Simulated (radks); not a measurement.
Values are calculated unless marked as measured or tabulated.
Problem. These are the eigenvalues of the occupied orbitals of an atom or ion with whole-number occupations (eV). Code: a radial shooting solver on a logarithmic mesh with Libxc functionals. Model: non-relativistic Kohn-Sham, TPSS, spin-polarised, spherical densities, point nucleus; meta-GGA in the generalised Kohn-Sham scheme.

orbital  eigenvalue
1s up     -13128.36
1s down   -13128.13
2s up     -1705.805
2s down   -1705.730
2p up     -1537.963
2p down   -1537.771
3s up     -251.8651
3s down   -251.5710
3p up     -193.0065
3p down   -192.6678
3d up      -88.7341
3d down    -88.2904
4s up      -39.0086
4s down    -35.1819
4p up      -26.0176
4f up       -2.5920

Which element is it, and in what charge state? The configuration may be excited. Open shells, if any, are filled with parallel spins first.

Solution. Z = 35, bromine, charge +1: Br+ in [Ar] 3d10 4s2 4p3 4f1. The list shows which subshells hold electrons but not how many an open one holds; the 1s level, -482.46 hartree, gives Z - s = 31.1 by -(Z - s)^2/2, which with screening narrows Z to a few neighbours, and the depths of the outer levels then fix element, charge and occupations together.
